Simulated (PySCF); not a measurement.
BeCl, SMILES [Be+][Cl], charge +1.

Geometry optimised at B3LYP-D3(BJ)/def2-TZVPD. The spin state was assumed, not searched.

Calculation: HF/def2-TZVPD (PySCF).

Isolated molecule, no solvent.

| Property | Value |
|---|---|
| total energy | -473.86482 hartree |
| point group | C∞v |
| highest occupied level | -19.17 eV |
| lowest empty level | -8.00 eV |
| orbital gap | 11.17 eV |
| dipole moment about the centre of nuclear charge | 8.69 D |
| mean static polarisability | 19.5 bohr³ (2.90 Å³) |
| polarisability, principal values | 17.6, 17.6, 23.4 bohr³ |
